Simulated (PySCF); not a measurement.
C₂H₈BNO, SMILES COB(C)N.

The structure is a stationary point at B3LYP-D3(BJ)/def2-SVP. The structure was generated by enumeration, and PubChem lists no compound with its InChIKey, so it may never have been made. One conformer was computed; it need not be the lowest.

The numbers are results of CAM-B3LYP/def2-TZVP in PySCF, not measurements.

Symmetry labels are those of the subgroup Cs that the program uses (full group Cs).

Computed valence orbital energies around the gap with their symmetry:
```csv
orbital,symmetry,energy (eV)
HOMO−7,A",-14.23
HOMO−6,A',-13.62
HOMO−5,A",-12.29
HOMO−4,A',-11.93
HOMO−3,A',-10.91
HOMO−2,A",-10.25
HOMO−1,A',-10.10
HOMO,A",-9.08
LUMO,A',1.51
LUMO+1,A',2.40
LUMO+2,A",2.86
LUMO+3,A',2.90
```
